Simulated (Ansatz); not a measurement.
Computed with Ansatz on PBE0-D4/def2-TZVP structures; ΔE is electronic, products minus reactants. CBS: MP2 limit from def2 TZ/QZ plus the TZ coupled-cluster correction, frozen cores. This one scheme is used for every species. Each species was taken in one conformer, which may not be the lowest.

Consider the formal exchange of groups at a C–Si bond: `FB(Cl)C[SiH3]` + CH₄ → `CCB(F)Cl` + SiH₄.

```json
{"species": "`FB(Cl)C[SiH3]`", "MP2/CBS(def2) energy (Eh)": "-914.53665"}
{"species": "CH₄", "MP2/CBS(def2) energy (Eh)": "-40.43551"}
{"species": "`CCB(F)Cl`", "MP2/CBS(def2) energy (Eh)": "-663.51696"}
{"species": "SiH₄", "MP2/CBS(def2) energy (Eh)": "-291.42938"}
```

Work out ΔE.

ΔE = (-663.51696) + (-291.42938) − (-914.53665) − (-40.43551) = 0.02582 Eh = +16.2 kcal/mol. CCSD(T)/CBS gives +15.1 kcal/mol.

Largest T1 diagnostic among the species: 0.012.

The D4 term adds +0.9 kcal/mol with B3LYP and +0.5 kcal/mol with PBE0; it sums over pairs of atoms, weighted by their polarisabilities, and B3LYP, whose exchange is more repulsive, gets the larger term. In def2-TZVPP, CCSD(T) changes the Hartree–Fock value by +2.0 kcal/mol (the triples alone add +0.4 kcal/mol) and MP2 by +3.1 kcal/mol.

B3LYP here is the variant with VWN-RPA as its local correlation; programs differ in this.
